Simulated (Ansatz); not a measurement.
**Energy on a grid of two coordinates**

CH5AlO2 (SMILES [CH3][Al]([OH])[OH]), closed shell, PBE0-D4/def2-TZVP minimum:

```xyz
9
angstrom
C -0.0485 1.0869 -1.0532
Al 0.0227 -0.2998 0.2921
O 1.0274 -1.6416 0.0237
O -0.9186 -0.1367 1.6956
H -0.4493 0.6978 -1.9936
H -0.6763 1.9225 -0.7378
H 0.9509 1.4724 -1.2728
H 1.1356 -2.3823 0.6159
H -0.9553 -0.7654 2.4129
```

Rows set the bond length C1–H6 (Å; 1.092 at the minimum), columns the angle Al2–C1–H6 (°; 111.7), set in this order; the parts move rigidly, in a bend the first-named atom's side turns in the plane, and in a torsion the whole end group turns. CCSD(T) energies count from the value at that structure, in kcal/mol. Ansatz 0.2.0; basis: def2-TZVPP; cores frozen in the correlated methods.

```tsv
C1–H6 \ Al2–C1–H6	93.7	102.7	111.7	120.7	129.7
0.961	12.81	?	8.48	?	11.11
1.054	4.24	1.56	?	1.29	3.69
1.191	5.70	3.62	3.14	4.27	7.00
1.351	17.41	16.06	16.19	17.82	20.97
1.528	34.43	33.87	34.65	36.81	40.39
```

Fill in the withheld cells. (An estimate is asked for; the value comes from the calculation.)

Computed: (0.961, 102.7): 9.77; (0.961, 120.7): 8.93; (1.054, 111.7): 0.58 kcal/mol. These count from the CCSD(T) energy at the PBE0-D4 minimum.

The same grid for a cheaper method: PBE0-D4 − CCSD(T), both counted from the minimum, in kcal/mol:
| C1–H6 \ Al2–C1–H6 | 93.7 | 102.7 | 111.7 | 120.7 | 129.7 |
| --- | --- | --- | --- | --- | --- |
| 0.961 | -0.04 | -0.04 | -0.02 | 0.01 | 0.05 |
| 1.054 | -0.01 | -0.02 | -0.01 | 0.01 | 0.03 |
| 1.191 | 0.11 | 0.09 | 0.08 | 0.08 | 0.09 |
| 1.351 | 0.40 | 0.37 | 0.34 | 0.32 | 0.32 |
| 1.528 | 0.99 | 0.96 | 0.94 | 0.92 | 0.91 |

The T1 diagnostic stays at or below 0.014.

For scale, one of the runs: CCSD(T)/def2-TZVPP, 205 basis functions (an equivalent command: `ansatz run in.yaml --threads 4`). The run took 15 s on 4 CPU threads (shared host), with 2.9 GiB of host memory at its peak.
